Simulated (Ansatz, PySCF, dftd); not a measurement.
System: C2HO, charge 0, doublet. C2HO (SMILES C#C[O], doublet).
B3LYP-D3(BJ)/def2-TZVP minimum from Ansatz (a first-principles code):
```xyz
4

C      1.2163    -0.0661    -0.3300
C     -0.0160    -0.0137     0.0400
O     -1.1687     0.1087     0.2066
H      2.1478    -0.3907     0.0874
```
Charge 0, spin multiplicity 2.

Quantity: enthalpy of formation at 298 K (by atomisation, with ideal-gas terms from PySCF's Hessian at B3LYP-D3(BJ)/def2-TZVP and the atoms' measured values of the G2/97 table; no spin-orbit terms), in kcal/mol. UHF or UKS for unpaired electrons; spin-orbit terms are left out. Correlated methods leave the cores frozen. Rows without X2C or -DK are non-relativistic. CBS(X,Y): correlation extrapolated as X^-3, Hartree-Fock from the larger set. A bracket is a step between two methods taken in the basis named. Functionals run without relativity, which enters their misses. 'core' is core correlation in cc-pwCVTZ, 'X2C' scalar relativity in cc-pVTZ-DK, both at CCSD(T). Where a partner has so few electrons that a lower coupled-cluster level is exact, that level stands in. The UHF reference of C2HO (C#C[O], doublet) is spin-contaminated (<S^2> up to 0.07 over the pure value in the sets run).

Measured: 42.5 kcal/mol, 178.0 kJ/mol (Active Thermochemical Tables 1.112 (ions: stationary electron), as tabulated in the package chemicals); atomic spin-orbit terms, which the calculations lack, would raise the computed values.

Q: Rank these levels by their absolute error against that value, smallest first: MP2/cc-pVTZ (Ansatz); CCSDT(Q)/cc-pVDZ (Ansatz); MP2/cc-pVQZ (Ansatz); B3LYP-D3(BJ)/def2-TZVPD (Ansatz + dftd3); CAM-B3LYP/def2-TZVPD (Ansatz).

A: MP2/cc-pVTZ (42.0 kcal/mol, error -0.5), CAM-B3LYP/def2-TZVPD (39.5 kcal/mol, error -3.0), B3LYP-D3(BJ)/def2-TZVPD (37.5 kcal/mol, error -5.0), MP2/cc-pVQZ (34.0 kcal/mol, error -8.5), CCSDT(Q)/cc-pVDZ (79.9 kcal/mol, error 37.4)
